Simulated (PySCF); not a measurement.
Cl3Hf, charge +1, singlet, at a GFN2-xTB geometry (such geometries of metal compounds can be far from the true shape) (the multiplicity is a formal guess) (core potentials on Hf). Base run: PySCF with CAMB3LYP/def2-SVP.

The PySCF input:
```python
from pyscf import gto, scf, dft

mol = gto.M(
    atom='''
Hf    0.09537829    0.33371454    0.20509426
Cl    1.79970626   -0.73882569   -0.75352958
Cl   -0.88715337   -1.28457735    1.38399161
Cl   -1.31650799    0.61002380   -1.49909656
''',
    basis='def2-svp',
    ecp={'Hf': 'def2-svp'},
    charge=1,
    verbose=4,
)

mf = dft.RKS(mol)
mf.xc = 'camb3lyp'
mf.kernel()
```

The base run was repeated with changes; each row names its change, and settings that it needs were set with it.

```csv
change,ΔE vs base (µEh),SCF cycles,outcome
base,0.0,10,converged
diis_space = 4,0.0,11,converged
conv_tol_grad = 1e-7,0.0,13,converged
diis = off (with mf.max_cycle = 100),-,100,not converged
diis = off; damp = 0.6 (with mf.diis_start_cycle = 200; with mf.max_cycle = 150),0.0,25,converged
conv_tol = 1e-6,0.0,7,converged
init_guess = 1e,0.0,13,converged
conv_tol = 1e-4,0.1,6,converged
level_shift = 0.5 (with mf.max_cycle = 100),0.0,19,converged
DIIS = EDIIS,-,50,not converged
damp = 0.5; diis_start_cycle = 5,0.0,11,converged
level_shift = 1.0 (with mf.max_cycle = 100),0.0,30,converged
conv_tol = 1e-7,0.0,8,converged
```
